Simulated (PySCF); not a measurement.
**Ionisation energy of Mn⁺ by level of theory**

Mn⁺ [Ar] 3d5 4s1 (7S) → Mn²⁺ [Ar] 3d5 (6S), as a difference of total energies. Calculation: PySCF 2.14, in def2-TZVP; the non-relativistic Hamiltonian (point nucleus). Correlated levels: valence: [Ar] frozen. The calculations carry no spin-orbit coupling.

```tsv
method	ionisation energy (eV)
UHF	14.693
LDA	16.301
M06-2X	15.315
MP2 (valence)	15.028
SCS-MP2 (valence)	14.805
```

How much does correlation contribute at MP2 (valence)?

15.028 − (14.693) = 0.335 eV, measured against UHF.

These non-relativistic numbers lack the scalar-relativistic shift.

Errors of the correlated levels include the incompleteness of this basis and the frozen core.

For comparison: 15.640 eV (measured; NIST Atomic Spectra Database, ionization energies).
